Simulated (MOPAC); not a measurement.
MOPAC input (PM3):

```
PM3 PRECISE GNORM=0.05 LET XYZ CHARGE=1 GEO-OK AUX(PRECISION=9) THREADS=1
H7ClN3Si

N     1.82882200 1   -0.00119700 1   -0.28576400 1
Si    0.23462500 1    0.16125800 1    0.17722500 1
N    -0.01155900 1    1.29884100 1    1.38336700 1
N    -0.26444200 1   -1.44481100 1    1.08443700 1
Cl   -1.02591600 1    0.02389800 1   -1.40106000 1
H     2.61071200 1    0.24982200 1    0.30011800 1
H     2.10001600 1   -0.18958400 1   -1.23865500 1
H     0.53699000 1    2.14784300 1    1.38332500 1
H    -0.89933100 1    1.44799400 1    1.84094100 1
H    -1.25213000 1   -1.46858200 1    1.34564700 1
H    -0.09376600 1   -2.25981200 1    0.49221900 1
H     0.28358600 1   -1.56137900 1    1.93899400 1
```

Output:

```
 *******************************************************************************
 **                                                                           **
 **                              MOPAC v23.2.5                                **
 **                                                                           **
 *******************************************************************************
 ** MOPAC's Digital Object Identifier: https://doi.org/10.5281/zenodo.6511958 **
 **                                                                           **
 ** Please cite the open-source release paper for use of this MOPAC version:  **
 ** J. E. Moussa and J. J. P. Stewart (2026)                                  **
 ** MOPAC: An open-source semiempirical molecular orbital program             **
 ** J. Open Source Softw., 11(119), 8025, https://doi.org/10.21105/joss.08025 **
 *******************************************************************************

                              PM3 CALCULATION RESULTS

 *******************************************************************************
 *  PM3        - The PM3 Hamiltonian to be used
 *  GEO-OK     - OVERRIDE INTERATOMIC DISTANCE AND OTHER SAFETY CHECKS
 *
 *
 *
 *                 CHARGE ON SYSTEM = +1
 *
 *
 *
 *  LET        - OVERRIDE SOME SAFETY CHECKS
 *  PRECISE    - TIGHTER CRITERIA TO BE USED
 *  XYZ        - CARTESIAN COORDINATE SYSTEM TO BE USED
 *  GNORM      - EXIT WHEN GRADIENT NORM DROPS BELOW 0.050
 *  AUX        - OUTPUT AUXILIARY INFORMATION
 *******************************************************************************
PM3 PRECISE GNORM=0.05 LET XYZ CHARGE=1 GEO-OK AUX(PRECISION=9) THREADS=1
 H7ClN3Si

   ATOM   CHEMICAL          X               Y               Z
  NUMBER   SYMBOL      (ANGSTROMS)     (ANGSTROMS)     (ANGSTROMS)

     1       N          1.82882200  *  -0.00119700  *  -0.28576400  *
     2      Si          0.23462500  *   0.16125800  *   0.17722500  *
     3       N         -0.01155900  *   1.29884100  *   1.38336700  *
     4       N         -0.26444200  *  -1.44481100  *   1.08443700  *
     5      Cl         -1.02591600  *   0.02389800  *  -1.40106000  *
     6       H          2.61071200  *   0.24982200  *   0.30011800  *
     7       H          2.10001600  *  -0.18958400  *  -1.23865500  *
     8       H          0.53699000  *   2.14784300  *   1.38332500  *
     9       H         -0.89933100  *   1.44799400  *   1.84094100  *
    10       H         -1.25213000  *  -1.46858200  *   1.34564700  *
    11       H         -0.09376600  *  -2.25981200  *   0.49221900  *
    12       H          0.28358600  *  -1.56137900  *   1.93899400  *

          CARTESIAN COORDINATES

    NO.       ATOM           X           Y           Z

     1         N          1.8288     -0.0012     -0.2858
     2        Si          0.2346      0.1613      0.1772
     3         N         -0.0116      1.2988      1.3834
     4         N         -0.2644     -1.4448      1.0844
     5        Cl         -1.0259      0.0239     -1.4011
     6         H          2.6107      0.2498      0.3001
[...]

          GRADIENT NORM           =          0.03904          =       0.01127 PER ATOM
          IONIZATION POTENTIAL    =         13.772525 EV
          HOMO LUMO ENERGIES (EV) =        -13.773 -5.120
          NO. OF FILLED LEVELS    =         16
          MOLECULAR WEIGHT        =        112.6139         POINT GROUP:  Cs

          MOLECULAR DIMENSIONS (Angstroms)

            Atom       Atom       Distance
            H     9    H     7     4.62381
            H     8    H    10     4.06477
            H    11   Cl     5     3.55877

          SCF CALCULATIONS        =        135

   ATOM   CHEMICAL          X               Y               Z
  NUMBER   SYMBOL      (ANGSTROMS)     (ANGSTROMS)     (ANGSTROMS)

     1       N          1.89371380  *  -0.12981735  *  -0.31754190  *
     2      Si          0.24744865  *   0.17202941  *   0.17101135  *
     3       N         -0.07183995  *   1.33212536  *   1.43283604  *
     4       N         -0.19046531  *  -1.46536428  *   1.04684106  *
     5      Cl         -1.14476564  *   0.07854461  *  -1.31447511  *
     6       H          2.63333718  *   0.43585954  *   0.04495004  *
     7       H          2.09146192  *  -0.39644264  *  -1.26004717  *
     8       H          0.67112232  *   1.89531334  *   1.79236703  *
     9       H         -0.92719160  *   1.84872137  *   1.42819100  *
    10       H         -0.95087693  *  -1.93790171  *   0.58026980  *
    11       H          0.58796813  *  -2.10700456  *   1.06641293  *
    12       H         -0.47551942  *  -1.32118597  *   2.00392504  *

                             CARTESIAN COORDINATES

   1    N        1.893713801    -0.129817349    -0.317541901
   2   Si        0.247448654     0.172029413     0.171011354
   3    N       -0.071839948     1.332125363     1.432836036
   4    N       -0.190465314    -1.465364284     1.046841056
   5   Cl       -1.144765637     0.078544606    -1.314475107
   6    H        2.633337183     0.435859540     0.044950042
   7    H        2.091461917    -0.396442643    -1.260047174
   8    H        0.671122319     1.895313339     1.792367029
   9    H       -0.927191603     1.848721369     1.428190999
  10    H       -0.950876928    -1.937901705     0.580269798
  11    H        0.587968129    -2.107004565     1.066412927
  12    H       -0.475519421    -1.321185972     2.003925035

           Empirical Formula: H7 N3 Si Cl  =    12 atoms

      MOLECULAR POINT GROUP   :   Cs

                  EIGENVALUES
 -59.43671 -36.35383 -32.86471 -32.65653 -22.05011 -21.96772 -20.67871 -20.28032
 -19.70409 -18.25668 -17.96379 -16.74051 -15.26546 -15.09778 -14.41385 -13.77253
  -5.12005  -4.32371  -3.94023  -3.68056  -2.61816  -1.46243  -1.46082  -0.03991
   0.24129   1.05687   1.14616

              NET ATOMIC CHARGES AND DIPOLE CONTRIBUTIONS

  ATOM NO.   TYPE          CHARGE      No. of ELECS.   s-Pop       p-Pop
    1          N          -0.253807        5.2538     1.39566     3.85815
    2         Si           0.933307        3.0667     0.97280     2.09390
    3          N          -0.253805        5.2538     1.39565     3.85816
    4          N           0.332392        4.6676     1.27665     3.39096
    5         Cl          -0.262893        7.2629     1.97133     5.29157
    6          H           0.084866        0.9151     0.91513
    7          H           0.090888        0.9091     0.90911
    8          H           0.084868        0.9151     0.91513
    9          H           0.090889        0.9091     0.90911
   10          H           0.051849        0.9482     0.94815
   11          H           0.050718        0.9493     0.94928
   12          H           0.050730        0.9493     0.94927
 DIPOLE           X         Y         Z       TOTAL
 POINT-CHG.     1.979    -2.966     4.701     5.901
 HYBRID         0.339     0.598    -0.119     0.698
 SUM            2.319    -2.368     4.582     5.655

          ATOMIC ORBITAL ELECTRON POPULATIONS

     Atom    s        px        py        pz
    1  N   1.39566   1.08309   1.56223   1.21282
    2 Si   0.97280   0.69187   0.73063   0.67139
    3  N   1.39565   1.06643   1.32773   1.46400
    4  N   1.27665   1.05945   1.23302   1.09849
    5 Cl   1.97133   1.69160   1.94508   1.65489
    6  H   0.91513
    7  H   0.90911
    8  H   0.91513
    9  H   0.90911
   10  H   0.94815
   11  H   0.94928
   12  H   0.94927

 **********************
 *                    *
 * JOB ENDED NORMALLY *
 *                    *
 **********************

 == MOPAC DONE ==
```

The dipole moment of an ion depends on the origin.

The geometry given is a B3LYP-D3(BJ)/def2-TZVP minimum.
